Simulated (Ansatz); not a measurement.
Zn(Me)(OMe) (C2H6OZn), SMILES [CH3][Zn][O]C.

Geometry: B3LYP-D3(BJ)/def2-SVP. The structure was generated by enumeration; whether it is a known compound was not checked. One conformer was computed; it need not be the lowest.

Two levels are set side by side: PBE/def2-SVPD (Ansatz, a program for electronic structure) and PBE0/def2-SVPD (Ansatz). Energy differences of separate SCF runs at the same geometry; the states with an electron removed or added have multiplicity 2 and 2. Differences are taken from unrounded values.

| quantity | PBE |
|---|---|
| vertical ionisation energy (eV) | 9.19 |
| vertical singlet–triplet gap (eV) | 4.99 |

Question: These are the PBE values. What does PBE0 give? (An estimate is asked for; the answer gives what the named calculation found.)

Answer: 
| quantity | PBE0 | PBE minus PBE0 |
|---|---|---|
| vertical ionisation energy (eV) | 9.38 | -0.19 |
| vertical singlet–triplet gap (eV) | 5.29 | -0.30 |
